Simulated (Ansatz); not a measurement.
Reaction (redistribution): `CO[SiH](F)O[SiH2]F` + `FC([SiH3])Cl` → `F[SiH2]C(F)Cl` + `CO[SiH](F)O[SiH3]`

Program: Ansatz. Geometries: PBE0-D4/def2-TZVP. ΔE: electronic, gas phase. CCSD(T)/CBS adds triple-zeta CCSD(T) − MP2 to the extrapolated MP2 energy (def2 sets, frozen cores). DFT in def2-TZVPP. Each species was taken in one conformer, which may not be the lowest.

Task: Is it downhill or uphill in electronic energy at CCSD(T)/CBS, and by how much? (An estimate is asked.)

Result: The calculation gave: Uphill: ΔE = +0.26 eV.

Task: What do these levels give: PBE0-D4, ωB97M-V, HF/def2-TZVPP, CCSD(T)/def2-TZVPP, HF/def2-QZVPP, MP2/def2-QZVPP? (An estimate is asked.)

Result: Computed: PBE0-D4 0.26, ωB97M-V 0.25, HF/def2-TZVPP 0.22, CCSD(T)/def2-TZVPP 0.25, HF/def2-QZVPP 0.22, MP2/def2-QZVPP 0.25 eV.

Largest T1 diagnostic among the species: 0.012.
